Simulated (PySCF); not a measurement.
# Relaxation of quartet RuO(OH)

All numbers come from UPBE0 in PySCF with Ru def2-TZVP with ECP28, O def2-TZVP, H def2-TZVP; scalar-relativistic core potentials, no spin–orbit coupling; density-fitted integrals. A (50,194) grid was used.

A start displaced from a saddle point along its imaginary mode, with no symmetry imposed:

```xyz
4
charge 0 multiplicity 4, angstrom
Ru   -0.0053   -0.0357    0.0418
O    -0.0059    0.1200    1.7351
O    -0.0063    0.1073   -1.8463
H     0.7297    0.0036   -2.4624
```

**Question.** What forces act on the atoms at the start (eV/Å)?

**Answer.** 
```json
{"atom": "Ru1", "Fx": "-0.18", "Fy": "-0.23", "Fz": "0.24"}
{"atom": "O2", "Fx": "0.10", "Fy": "0.12", "Fz": "-0.44"}
{"atom": "O3", "Fx": "0.28", "Fy": "0.05", "Fz": "0.02"}
{"atom": "H4", "Fx": "-0.20", "Fy": "0.06", "Fz": "0.18"}
```

**Question.** What does it relax to?

**Answer.** It ends at C1 with O–H 0.961 Å, Ru–O 1.673 Å, Ru–O 1.872 Å; H–O–Ru 122.4°, O–Ru–O 135.9° (after a last refinement on a finer grid). A frequency run shows a minimum. Other isomers or separated fragments may lie lower.

**Question.** How much energy is released, and in how many steps?

**Answer.** 21.9 kJ/mol in 12 steps.

Open d and f shells are described by one determinant, and the ground state may have another occupation or spin. At this level a doublet minimum of Cs symmetry lies 15 kJ/mol below this structure.

The relaxation took 40 s on 4 threads of a shared Arm Neoverse V1 host, with 108 basis functions and 14 gradients; the process peaked at 1.3 GiB. Launch command: `OMP_NUM_THREADS=4 python axn.py task.json out`.
